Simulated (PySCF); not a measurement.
A series of related molecules.

All values: PBE0/def2-SVPD (PySCF) at PBE0-D3(BJ)/def2-SVP geometries, gas phase, one conformer each. Core orbitals are frozen in the response; Δα² is half the sum of the squared differences of the principal polarisabilities. Atoms past krypton carry effective core potentials.

Question: Rank by HOMO–LUMO gap, highest first.
A. `C[S][Sb]([S]C)[S]C`
B. `[SbH3]`
C. `[F][Sb]([F])[F]`
D. `[I][Sb]([I])[I]`
E. `[Cl][Sb]([Cl])[Cl]`
F. `[CH3][Sb]([CH3])[CH3]`

Answer: C (8.05 eV), B (7.35 eV), F (6.66 eV), E (6.49 eV), A (5.09 eV), D (4.60 eV).

Question: Rank by vertical ionisation energy (ΔSCF), lowest first.
A. `[Cl][Sb]([Cl])[Cl]`
B. `[H][Sb]([H])[H]`
C. `[F][Sb]([F])[F]`
D. `C[S][Sb]([S]C)[S]C`
E. `[Sb]([CH]=C)([CH]=C)[CH]=C`
F. `[I][Sb]([I])[I]`

Answer: D (8.20 eV), E (8.59 eV), F (9.16 eV), B (9.88 eV), A (10.69 eV), C (12.43 eV).

Question: Rank by polarisability anisotropy Δα, lowest first.
A. `[H][Sb]([H])[H]`
B. `C=[CH][Sb]([CH]=C)[CH]=C`
C. `[CH3][Sb]([CH3])[CH3]`
D. `[Cl][Sb]([Cl])[Cl]`
E. `[F][Sb]([F])[F]`
F. `[I][Sb]([I])[I]`

Answer: A (0.15 Å³), E (0.59 Å³), C (1.40 Å³), D (3.14 Å³), B (5.32 Å³), F (8.85 Å³).

All values together:

```tsv
SMILES	change	formula	μ (D)	HOMO (eV)	LUMO (eV)	α (Å³)	Δα (Å³)	electrons	α per electron (Å³)	ΔSCF removal energy (eV)
[CH3][Sb]([CH3])[CH3]	parent	C3H9Sb	0.61	-6.44	0.22	12.57	1.40	78	0.161	–
C=[CH][Sb]([CH]=C)[CH]=C	ligand (all three): Me to vinyl	C6H9Sb	0.52	-6.83	-0.60	18.02	5.32	96	0.188	8.59
[F][Sb]([F])[F]	ligand (all three): Me to F	SbF3	4.04	-10.01	-1.96	5.47	0.59	78	0.070	12.43
[Cl][Sb]([Cl])[Cl]	ligand (all three): Me to Cl	SbCl3	2.79	-8.76	-2.27	12.49	3.14	102	0.122	10.69
[H][Sb]([H])[H]	ligand (all three): Me to H	SbH3	0.29	-7.49	-0.14	6.90	0.15	54	0.128	9.88
[I][Sb]([I])[I]	ligand (all three): Me to I	SbI3	1.50	-7.56	-2.96	23.69	8.85	210	0.113	9.16
C[S][Sb]([S]C)[S]C	ligand (all three): Me to SMe	C3H9S3Sb	1.71	-6.60	-1.51	21.98	4.18	126	0.174	8.20
```

Conformers: `C=[CH][Sb]([CH]=C)[CH]=C`; `C[S][Sb]([S]C)[S]C`.

A dash marks a removal energy that wasn't run or isn't settled.

Q: Give the shifts from the parent, `[CH3][Sb]([CH3])[CH3]`.

A: 
```
                  SMILES  change in μ (D)  change in HOMO (eV)  change in LUMO (eV)  change in mean α (Å³)
C=[CH][Sb]([CH]=C)[CH]=C            -0.09                -0.39                -0.82                  +5.45
         [F][Sb]([F])[F]            +3.43                -3.57                -2.18                  -7.10
      [Cl][Sb]([Cl])[Cl]            +2.18                -2.32                -2.49                  -0.08
         [H][Sb]([H])[H]            -0.32                -1.05                -0.36                  -5.67
         [I][Sb]([I])[I]            +0.89                -1.12                -3.18                 +11.12
      C[S][Sb]([S]C)[S]C            +1.10                -0.16                -1.73                  +9.41
```

Q: By how much does the ΔSCF value exceed −ε(HOMO) over the species that have both?

A: By 1.60 to 2.42 eV, 1.95 eV on average, over 6 species.
